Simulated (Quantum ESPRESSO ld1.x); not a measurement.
All-electron atom: Cu2+ in [Ar] 3d9 (the NIST ground configuration).

Calculated with ld1.x of Quantum ESPRESSO 7.5: scalar-relativistic Kohn-Sham, LDA (Slater exchange, Perdew-Wang correlation), spin-polarised, spherical densities, point nucleus; open shells are filled with parallel spins first.

Energy parts (hartree):
| part | energy |
|---|---|
| total | -1651.1659 |
| kinetic | 1675.0902 |
| electron-nucleus | -3953.6058 |
| Hartree | 691.5742 |
| exchange-correlation | -64.2246 |

Orbitals (lengths in bohr, moments of r in powers of bohr; <r^-3> diverges for s and p1/2; r(90%) holds 90 % of the orbital's charge):
| orbital | occ. | eigenvalue (hartree) | <r^4> | r(90%) | <r^-3> | <r> |
|---|---|---|---|---|---|---|
| 1s up | 1 | -325.565 | 0.00003457 | 0.0933 | - | 0.05221 |
| 1s down | 1 | -325.565 | 0.00003457 | 0.0933 | - | 0.05221 |
| 2s up | 1 | -39.9275 | 0.007468 | 0.365 | - | 0.2357 |
| 2s down | 1 | -39.9044 | 0.007458 | 0.365 | - | 0.2356 |
| 2p up | 3 | -34.6336 | 0.005555 | 0.338 | 704.7 | 0.2067 |
| 2p down | 3 | -34.6158 | 0.005545 | 0.338 | 705.2 | 0.2066 |
| 3s up | 1 | -5.15698 | 0.5576 | 1.07 | - | 0.7110 |
| 3s down | 1 | -5.11565 | 0.5606 | 1.07 | - | 0.7117 |
| 3p up | 3 | -3.60486 | 0.7627 | 1.15 | 90.97 | 0.7452 |
| 3p down | 3 | -3.56459 | 0.7699 | 1.15 | 90.62 | 0.7465 |
| 3d up | 5 | -1.11939 | 3.136 | 1.59 | 8.407 | 0.9172 |
| 3d down | 4 | -1.08267 | 3.336 | 1.62 | 8.301 | 0.9272 |

The highest occupied level is 3d down at -29.461 eV. The density falls to 0.001 e/bohr^3 at r = 2.92 bohr.
